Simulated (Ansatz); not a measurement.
Geometry optimisation of H₈N₂OSSi₂ (`N[SiH2]S[SiH](N)O`).

```yaml
crystal:
  periodic: [false, false, false]
  atoms:
    - {symbol: N, position_ang: [0.485170, 1.898880, 0.254010]}
    - {symbol: Si, position_ang: [1.797520, 0.811080, 0.099830]}
    - {symbol: S, position_ang: [1.199910, -1.042170, 1.016610]}
    - {symbol: Si, position_ang: [-0.687700, -1.450290, 0.090330]}
    - {symbol: N, position_ang: [-1.794480, -0.182140, 0.469250]}
    - {symbol: O, position_ang: [-0.637540, -1.350260, -1.531480]}
    - {symbol: H, position_ang: [0.544620, 2.820650, -0.144440]}
    - {symbol: H, position_ang: [-0.452090, 1.525200, 0.180200]}
    - {symbol: H, position_ang: [2.219640, 0.485230, -1.268260]}
    - {symbol: H, position_ang: [2.912650, 1.271460, 0.909750]}
    - {symbol: H, position_ang: [-1.006780, -2.800700, 0.529270]}
    - {symbol: H, position_ang: [-2.664770, -0.176270, -0.038970]}
    - {symbol: H, position_ang: [-1.964570, -0.007420, 1.446790]}
    - {symbol: H, position_ang: [0.048420, -1.803240, -2.012880]}
basis:
  gaussian: {orbitals: def2-TZVP}
hamiltonian: {xc: pbe0, dispersion: d4}
relax: {f_tol: 0.005, max_steps: 150}
```

```sh
$ ansatz run in.yaml --threads 2 --pin off --events-out ev --progress --plain --max-ram 22528MiB --backend cuda --devices 0, --max-vram 18GiB
```

It prints (some lines left out):

```
Functional definition: PBE0
mean field -31739.75135674 eV, -1166.4143483841 hartree, gradient 4.7e-5 eV, S^2 0.000000; 0 other end points of the search recorded, 0 dependent functions left out
relax step   1: F+E_penalty+E_count = -31740.11910956 eV  Δ(F+E_penalty+E_count) = +0.000e0 eV  max|allowed force component| = 1.086e0 eV/Å  Δτ_max = 0.0000 Å  (28 SCF iters, accepted)
mean field -31739.79885751 eV, -1166.4160940050 hartree, gradient 1.8e-5 eV, S^2 0.000000; 0 other end points of the search recorded, 0 dependent functions left out
relax step   2: F+E_penalty+E_count = -31740.16392594 eV  Δ(F+E_penalty+E_count) = -4.482e-2 eV  max|allowed force component| = 2.853e-1 eV/Å  Δτ_max = 0.1083 Å  (30 SCF iters, accepted)
mean field -31739.81786847 eV, -1166.4167926452 hartree, gradient 1.5e-5 eV, S^2 0.000000; 0 other end points of the search recorded, 0 dependent functions left out
relax step   3: F+E_penalty+E_count = -31740.18481484 eV  Δ(F+E_penalty+E_count) = -2.089e-2 eV  max|allowed force component| = 1.732e-1 eV/Å  Δτ_max = 0.0467 Å  (31 SCF iters, accepted)
mean field -31739.82303271 eV, -1166.4169824272 hartree, gradient 1.6e-5 eV, S^2 0.000000; 0 other end points of the search recorded, 0 dependent functions left out
relax step   4: F+E_penalty+E_count = -31740.19004802 eV  Δ(F+E_penalty+E_count) = -5.233e-3 eV  max|allowed force component| = 2.628e-1 eV/Å  Δτ_max = 0.0766 Å  (31 SCF iters, accepted)
mean field -31739.82684501 eV, -1166.4171225268 hartree, gradient 1.5e-5 eV, S^2 0.000000; 0 other end points of the search recorded, 0 dependent functions left out
relax step   5: F+E_penalty+E_count = -31740.19435504 eV  Δ(F+E_penalty+E_count) = -4.307e-3 eV  max|allowed force component| = 1.029e-1 eV/Å  Δτ_max = 0.0266 Å  (31 SCF iters, accepted)
mean field -31739.82930294 eV, -1166.4172128540 hartree, gradient 1.8e-5 eV, S^2 0.000000; 0 other end points of the search recorded, 0 dependent functions left out
relax step   6: F+E_penalty+E_count = -31740.19683981 eV  Δ(F+E_penalty+E_count) = -2.485e-3 eV  max|allowed force component| = 1.078e-1 eV/Å  Δτ_max = 0.0934 Å  (30 SCF iters, accepted)
mean field -31739.83049067 eV, -1166.4172565025 hartree, gradient 1.5e-5 eV, S^2 0.000000; 0 other end points of the search recorded, 0 dependent functions left out
relax step   7: F+E_penalty+E_count = -31740.19825003 eV  Δ(F+E_penalty+E_count) = -1.410e-3 eV  max|allowed force component| = 3.061e-2 eV/Å  Δτ_max = 0.0273 Å  (31 SCF iters, accepted)
mean field -31739.83103804 eV, -1166.4172766178 hartree, gradient 1.5e-5 eV, S^2 0.000000; 0 other end points of the search recorded, 0 dependent functions left out
relax step   8: F+E_penalty+E_count = -31740.19866110 eV  Δ(F+E_penalty+E_count) = -4.111e-4 eV  max|allowed force component| = 3.777e-2 eV/Å  Δτ_max = 0.0267 Å  (31 SCF iters, accepted)
mean field -31739.83111201 eV, -1166.4172793360 hartree, gradient 1.6e-5 eV, S^2 0.000000; 0 other end points of the search recorded, 0 dependent functions left out
relax step   9: F+E_penalty+E_count = -31740.19869594 eV  Δ(F+E_penalty+E_count) = -3.484e-5 eV  max|allowed force component| = 9.073e-2 eV/Å  Δτ_max = 0.0567 Å  (30 SCF iters, accepted)
mean field -31739.83184387 eV, -1166.4173062314 hartree, gradient 1.6e-5 eV, S^2 0.000000; 0 other end points of the search recorded, 0 dependent functions left out
relax step  10: F+E_penalty+E_count = -31740.19897263 eV  Δ(F+E_penalty+E_count) = -2.767e-4 eV  max|allowed force component| = 8.362e-2 eV/Å  Δτ_max = 0.0157 Å  (31 SCF iters, accepted)
mean field -31739.83223872 eV, -1166.4173207420 hartree, gradient 1.6e-5 eV, S^2 0.000000; 0 other end points of the search recorded, 0 dependent functions left out
relax step  11: F+E_penalty+E_count = -31740.19926230 eV  Δ(F+E_penalty+E_count) = -2.897e-4 eV  max|allowed force component| = 2.696e-2 eV/Å  Δτ_max = 0.0286 Å  (31 SCF iters, accepted)
mean field -31739.83258131 eV, -1166.4173333320 hartree, gradient 1.6e-5 eV, S^2 0.000000; 0 other end points of the search recorded, 0 dependent functions left out
relax step  12: F+E_penalty+E_count = -31740.19943621 eV  Δ(F+E_penalty+E_count) = -1.739e-4 eV  max|allowed force component| = 1.692e-2 eV/Å  Δτ_max = 0.0133 Å  (31 SCF iters, accepted)
mean field -31739.83264816 eV, -1166.4173357887 hartree, gradient 1.6e-5 eV, S^2 0.000000; 0 other end points of the search recorded, 0 dependent functions left out
relax step  13: F+E_penalty+E_count = -31740.19950198 eV  Δ(F+E_penalty+E_count) = -6.577e-5 eV  max|allowed force component| = 1.887e-2 eV/Å  Δτ_max = 0.0129 Å  (32 SCF iters, accepted)
mean field -31739.83288468 eV, -1166.4173444804 hartree, gradient 1.6e-5 eV, S^2 0.000000; 0 other end points of the search recorded, 0 dependent functions left out
relax step  14: F+E_penalty+E_count = -31740.19956628 eV  Δ(F+E_penalty+E_count) = -6.430e-5 eV  max|allowed force component| = 2.663e-2 eV/Å  Δτ_max = 0.0252 Å  (31 SCF iters, accepted)
mean field -31739.83313472 eV, -1166.4173536693 hartree, gradient 1.6e-5 eV, S^2 0.000000; 0 other end points of the search recorded, 0 dependent functions left out
relax step  15: F+E_penalty+E_count = -31740.19961553 eV  Δ(F+E_penalty+E_count) = -4.924e-5 eV  max|allowed force component| = 2.771e-2 eV/Å  Δτ_max = 0.0281 Å  (31 SCF iters, accepted)
mean field -31739.83338658 eV, -1166.4173629251 hartree, gradient 1.6e-5 eV, S^2 0.000000; 0 other end points of the search recorded, 0 dependent functions left out
relax step  16: F+E_penalty+E_count = -31740.19965213 eV  Δ(F+E_penalty+E_count) = -3.660e-5 eV  max|allowed force component| = 2.147e-2 eV/Å  Δτ_max = 0.0250 Å  (31 SCF iters, accepted)
mean field -31739.83362364 eV, -1166.4173716369 hartree, gradient 1.6e-5 eV, S^2 0.000000; 0 other end points of the search recorded, 0 dependent functions left out
relax step  17: F+E_penalty+E_count = -31740.19967155 eV  Δ(F+E_penalty+E_count) = -1.942e-5 eV  max|allowed force component| = 1.471e-2 eV/Å  Δτ_max = 0.0269 Å  (31 SCF iters, accepted)
mean field -31739.83369338 eV, -1166.4173741996 hartree, gradient 1.6e-5 eV, S^2 0.000000; 0 other end points of the search recorded, 0 dependent functions left out
relax step  18: F+E_penalty+E_count = -31740.19968184 eV  Δ(F+E_penalty+E_count) = -1.029e-5 eV  max|allowed force component| = 8.456e-3 eV/Å  Δτ_max = 0.0041 Å  (33 SCF iters, accepted)
mean field -31739.83363566 eV, -1166.4173720786 hartree, gradient 1.0e-5 eV, S^2 0.000000; 0 other end points of the search recorded, 0 dependent functions left out
relax step  19: F+E_penalty+E_count = -31740.19968635 eV  Δ(F+E_penalty+E_count) = -4.515e-6 eV  max|allowed force component| = 7.165e-3 eV/Å  Δτ_max = 0.0030 Å  (24 SCF iters, accepted)
mean field -31739.83366771 eV, -1166.4173732566 hartree, gradient 8.2e-5 eV, S^2 0.000000; 0 other end points of the search recorded, 0 dependent functions left out
relax step  20: F+E_penalty+E_count = -31740.19969384 eV  Δ(F+E_penalty+E_count) = -7.486e-6 eV  max|allowed force component| = 2.554e-3 eV/Å  Δτ_max = 0.0011 Å  (20 SCF iters, accepted)
mean field -31739.83366771 eV, -1166.4173732566 hartree, gradient 8.2e-5 eV, S^2 0.000000; 1 other end points of the search recorded, 0 dependent functions left out
Total energy: -31740.19972940 eV, -1166.4308257754 hartree
Atom 0 at     0.487560     1.987936     0.349112 Å, force     0.000182    -0.002239     0.000232 eV/Å
Atom 1 at     1.697806     0.804835     0.110366 Å, force    -0.001461     0.001307     0.000171 eV/Å
Atom 2 at     1.159314    -1.026471     1.098936 Å, force     0.000660    -0.000913     0.000599 eV/Å
Atom 3 at    -0.644749    -1.456584     0.064201 Å, force    -0.001360     0.000224    -0.002345 eV/Å
Atom 4 at    -1.790595    -0.229897     0.406382 Å, force     0.001979    -0.002138    -0.000009 eV/Å
Atom 5 at    -0.540730    -1.419082    -1.573547 Å, force    -0.000996     0.001030     0.000632 eV/Å
Atom 6 at     0.696654     2.960251     0.189046 Å, force     0.001256     0.002554    -0.000402 eV/Å
Atom 7 at    -0.458643     1.746073     0.088193 Å, force    -0.000024    -0.001133    -0.000059 eV/Å
Atom 8 at     1.995912     0.459334    -1.306220 Å, force     0.000341     0.000472     0.000442 eV/Å
Atom 9 at     2.950953     1.271046     0.754283 Å, force     0.000142     0.000167    -0.000572 eV/Å
Atom 10 at    -0.996186    -2.831369     0.508552 Å, force     0.000099     0.000075     0.000321 eV/Å
Atom 11 at    -2.682900    -0.256118    -0.064238 Å, force     0.000258     0.000455     0.000529 eV/Å
Atom 12 at    -1.888926     0.070824     1.363706 Å, force    -0.001209     0.000462    -0.000756 eV/Å
Atom 13 at     0.014528    -2.080767    -1.988763 Å, force     0.000132    -0.000323     0.001216 eV/Å
Dipole moment:    -0.359310     0.112271    -0.178284 e Å
```

Run time 42 s (2 threads of an AMD EPYC 7R13 on a shared host and a share of an NVIDIA H100 80 GB); peak host memory 0.95 GiB.
